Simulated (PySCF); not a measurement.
MH6- across group 15

Level: PBE0, basis family def2-TZVPD, scalar-relativistic core potentials from Rb on and no relativity for lighter atoms.

Each entry is the lowest minimum that a search over a few typed start shapes (and spin states, where more than one is plausible) found, or that minimum re-optimised at the stated level; isomers with ligand–ligand bonds, or fragments after loss of a ligand pair, can lie lower. Open shells are unrestricted; no spin–orbit coupling; PySCF with density fitting.

```
molecule  2S+1  point group  mean bond to the central atom (Å)  lowest ω (cm⁻¹)  polar-tensor charge of the central atom
    PH₆⁻     1           Oh                              1.500             1117                                     1.87
   AsH₆⁻     1           Oh                              1.621              954                                     2.02
   SbH₆⁻     ?            ?                                  ?                ?                                        ?
```

(1) Fill in the row of SbH₆⁻.

## Answers

(1) 2S+1: 1; point group: Oh; mean bond to the central atom (Å): 1.799; lowest ω (cm⁻¹): 750; polar-tensor charge of the central atom: 2.05.

The bond lengthens at every step; the largest change, 0.178 Å, falls between AsH₆⁻ and SbH₆⁻ among the members listed.

Left out of the table are members whose search was unfinished or whose lowest solution was spin-contaminated, unstable, very soft or bonded differently.
